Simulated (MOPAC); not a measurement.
MOPAC input (PM3):

```
PM3 PRECISE GNORM=0.05 LET XYZ GEO-OK AUX(PRECISION=9) THREADS=1
H5PSi

Si   -1.07247900 1    0.08671500 1    0.21192300 1
P     1.12328100 1   -0.06802800 1   -0.33237500 1
H    -1.81711400 1   -0.89255900 1   -0.61340200 1
H    -1.53175300 1    1.45323300 1   -0.12913000 1
H    -1.35648400 1   -0.17410100 1    1.64265400 1
H     1.31289000 1   -1.29737100 1    0.35134200 1
H     1.55796100 1    0.71721500 1    0.76723900 1
```

From the output:

```
                                                       MOPAC v23.2.5 Linux

          FINAL HEAT OF FORMATION =          6.58862 KCAL/MOL =      27.56680 KJ/MOL

          COSMO AREA              =        103.92 SQUARE ANGSTROMS
          COSMO VOLUME            =         91.54 CUBIC ANGSTROMS

          GRADIENT NORM           =          0.01936          =       0.00732 PER ATOM
          IONIZATION POTENTIAL    =          8.472949 EV
          HOMO LUMO ENERGIES (EV) =         -8.473 -1.042
          NO. OF FILLED LEVELS    =          7
          MOLECULAR WEIGHT        =         64.0988         POINT GROUP:  Cs

          MOLECULAR DIMENSIONS (Angstroms)

            Atom       Atom       Distance
            H     6    H     4     4.03804
            H     7    H     3     3.70551
            P     2    H     5     2.52427

          SCF CALCULATIONS        =         15

   ATOM   CHEMICAL          X               Y               Z
  NUMBER   SYMBOL      (ANGSTROMS)     (ANGSTROMS)     (ANGSTROMS)

     1      Si         -1.07479548  *   0.08779145  *   0.20807148  *
     2       P          1.10417091  *  -0.07555102  *  -0.28467305  *
     3       H         -1.82930031  *  -0.89063409  *  -0.62373115  *
     4       H         -1.54355097  *   1.45835615  *  -0.13879925  *
     5       H         -1.41530004  *  -0.16565862  *   1.63642003  *
     6       H          1.41656885  *  -1.26083720  *   0.24782749  *
     7       H          1.65524841  *   0.70121270  *   0.65287881  *

                             CARTESIAN COORDINATES

   1   Si       -1.074795481     0.087791452     0.208071483
   2    P        1.104170913    -0.075551022    -0.284673047
   3    H       -1.829300309    -0.890634093    -0.623731152
   4    H       -1.543550969     1.458356151    -0.138799250
   5    H       -1.415300037    -0.165658623     1.636420029
   6    H        1.416568852    -1.260837197     0.247827487
   7    H        1.655248413     0.701212701     0.652878811

           Empirical Formula: H5 Si P  =     7 atoms

      MOLECULAR POINT GROUP   :   Cs

                  EIGENVALUES
 -26.03005 -16.13929 -13.47426 -12.41871 -11.40341 -10.83515  -8.47295  -1.04152
   1.06632   1.39598   1.42808   1.99969   2.05130

              NET ATOMIC CHARGES AND DIPOLE CONTRIBUTIONS

  ATOM NO.   TYPE          CHARGE      No. of ELECS.   s-Pop       p-Pop
    1         Si           0.383929        3.6161     0.98844     2.62763
    2          P           0.214336        4.7857     1.68647     3.09919
    3          H          -0.120286        1.1203     1.12029
    4          H          -0.120286        1.1203     1.12029
    5          H          -0.141023        1.1410     1.14102
    6          H          -0.108335        1.1083     1.10834
    7          H          -0.108335        1.1083     1.10834
 DIPOLE           X         Y         Z       TOTAL
 POINT-CHG.     0.464     0.160    -1.046     1.155
 HYBRID        -0.692    -0.412     2.406     2.537
 SUM           -0.229    -0.253     1.360     1.402

          ATOMIC ORBITAL ELECTRON POPULATIONS

     Atom    s        px        py        pz
    1 Si   0.98844   0.88528   0.88005   0.86230
    2  P   1.68647   0.95497   0.85902   1.28520
    3  H   1.12029
    4  H   1.12029
    5  H   1.14102
    6  H   1.10834
    7  H   1.10834

 **********************
 *                    *
 * JOB ENDED NORMALLY *
 *                    *
 **********************

 == MOPAC DONE ==
```

The geometry given is a B3LYP-D3(BJ)/def2-TZVP minimum.
